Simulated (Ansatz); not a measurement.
Molecule: CdF, net charge 0, doublet state. The spin state was set by rule; other spins were not relaxed. 
Geometry from a B3LYP-D3(BJ)/def2-TZVP (Ansatz, a first-principles code) optimisation:
```xyz
2

Cd     0.0000     0.0000    -0.3189
F      0.0000     0.0000     1.7008
```
Charge 0, spin multiplicity 2.

Wanted: vertical electron affinity (to the singlet state of charge -1; a negative value means that the extra electron is unbound and the number depends on the basis; each state is the SCF solution reached for its spin; for the singlet T1 is 0.025), in eV. Correlated levels leave the core frozen unless marked. Open shells are spin-unrestricted. Spin-orbit coupling is left out. Frozen are the shells of the preceding noble gas and the d and f shells that filled before the atom's block. Past Kr the def2 sets carry scalar-relativistic core potentials. Anions need diffuse functions: def2-D sets add few. CBS marks a two-point X^-3 extrapolation of the correlation energy; Hartree-Fock from the larger set.

```tsv
level	program	vertical electron affinity (eV)
SVWN5/def2-TZVPD	Ansatz	2.30
wB97M-V/def2-TZVPD	Ansatz	1.97
CCSD/def2-SVPD	Ansatz	1.78
CCSD/def2-QZVPPD	Ansatz	1.95
CCSD/CBS(def2-TZVPPD,def2-QZVPPD)	Ansatz	1.99
CCSD(T)/CBS(def2-TZVPPD,def2-QZVPPD)	Ansatz	2.09
```
